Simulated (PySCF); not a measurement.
Write a Z-matrix for SbMe3, `[CH3][Sb]([CH3])[CH3]` as optimised with PBE0-D3(BJ)/def2-SVP.

Z-matrix in Å and degrees, rows numbered from 1:
```
Sb
C   1  2.1717
H   2  1.0994  1  109.80
H   2  1.0994  1  110.20  3  -120.52
H   2  1.0996  1  109.70  3   119.06
C   1  2.1715  2   94.26  3    75.92
H   6  1.0999  1  110.06  2    48.10
H   6  1.0998  1  109.80  2   -72.21
H   6  1.0997  1  109.88  2   168.42
C   1  2.1724  2   94.39  3   170.36
H  10  1.0997  1  109.53  2  -163.82
H  10  1.0995  1  110.01  2    77.00
H  10  1.1001  1  110.16  2   -43.54
```

Sb1 (antimony bonded to 3 C) is pyramidal (angles 94.4°, 94.3° and 94.1°, sum 282.7°, 1.16 Å off the plane of its three neighbours). All 3 C–Sb bonds measure 2.171 to 2.172 Å.

Computed, not measured: PBE0-D3(BJ)/def2-SVP geometry optimisation, gas phase, def2 core potentials past Kr in PySCF.

Point group: near C3v, missed by 0.13 Å at most; the miss may be what the optimiser left on a soft mode (C3 holds within 0.08 Å). PBE0-D3(BJ)/def2-SVP frequencies: not computed here.
